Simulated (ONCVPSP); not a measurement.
Plane-wave convergence, ONCV potential for O

| Item | Value |
| --- | --- |
| Element | oxygen |
| Generator | ONCVPSP 4.0.1 |
| Type | optimised norm-conserving Vanderbilt (ONCV) |
| Functional | PBE |
| Relativity | scalar-relativistic |
| Frozen core | [He] |
| Valence charge | 6 |
| Reference configuration | 2s2 2p4 |
| Partial waves | 2s: rc 0.95 bohr, ncon 4, nbas 7, qcut 7.6 1/bohr, 2 projectors, debl 4 Ha; 2p: rc 1.90 bohr, ncon 4, nbas 7, qcut 8 1/bohr, 2 projectors, debl 3.5 Ha; d scattering state at 0.09 Ha: rc 2.10 bohr, ncon 5, nbas 8, qcut 3.9 1/bohr, 2 projectors, debl 3.1 Ha |
| Local potential | polynomial inside 0.80 bohr (lpopt 5, dvloc0 0 Ha) |
| Core correction | Teter function, fcfact 5.75, rcfact 1.25 |

For each optimised wave give the share of its norm inside rc, the residual kinetic energy above qcut (Ha) and the cutoffs (Ha) for errors of 10, 1, 0.1 and 0.01 mHa per electron.

```csv
wave,norm inside rc,residual KE,10 mHa,1 mHa,0.1 mHa,0.01 mHa
2s,0.412,2.4e-03,21.7,51.4,123.9,147.3
s projector 2,0.064,2.0e-03,20.4,32.4,71.2,131.7
2p,0.837,1.6e-07,16.3,21.0,24.7,27.6
p projector 2,0.168,1.1e-05,19.6,24.8,28.5,32.6
d projector 1,0.001,2.3e-06,0.2,0.5,1.6,5.0
d projector 2,0.200,4.7e-02,11.4,25.4,54.0,63.4
```

The occupied waves need 51 Ha and 124 Ha for 1 and 0.1 mHa. Rows with under 1 % of the norm inside rc give no meaningful cutoff. Note: ghosts flagged at negative energy: d at -100.9 eV; no localised positive-energy state flagged. A true bound ghost makes a file unfit for plane-wave use. Its largest configuration-test error is +1959 meV.
